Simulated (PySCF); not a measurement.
Stepwise substitution at one centre (Ga Br-OH). All species are isolated molecules in the gas phase. One relaxed conformer stands for each flexible species; it need not be the lowest. Strings in code marks are SMILES.

The HOMO–LUMO gap from two functionals at the same geometries (B3LYP-D3(BJ)/def2-TZVP), both in PySCF: PBE-D3(BJ)/def2-TZVP and B3LYP-D3(BJ)/def2-TZVP. B3LYP has the VWN-RPA correlation part, as in Gaussian. 

```csv
species,PBE-D3(BJ)/def2-TZVP (eV)
0 of 3 Br replaced by OH,4.17
1 of 3 Br replaced by OH (`[Br][Ga]([Br])[OH]` (H–O–Ga–Br torsion 180°)),4.62
"2 of 3 Br replaced by OH (`[OH][Ga]([OH])[Br]` (H–O–Ga–Br torsion 0°, Br–Ga–O–H torsion -180°))",5.03
3 of 3 Br replaced by OH,5.29
```

What does B3LYP-D3(BJ)/def2-TZVP give for each?


- 0 of 3 Br replaced by OH: 5.74
- 1 of 3 Br replaced by OH (`[Br][Ga]([Br])[OH]` (H–O–Ga–Br torsion 180°)): 6.23
- 2 of 3 Br replaced by OH (`[OH][Ga]([OH])[Br]` (H–O–Ga–Br torsion 0°, Br–Ga–O–H torsion -180°)): 6.68
- 3 of 3 Br replaced by OH: 7.32
Over these rows, drawn at random from the members with no instability flagged (it was tested for open shells, ions and some series alone), PBE minus B3LYP-D3(BJ): mean -1.71 eV, from -2.02 eV to -1.57 eV.
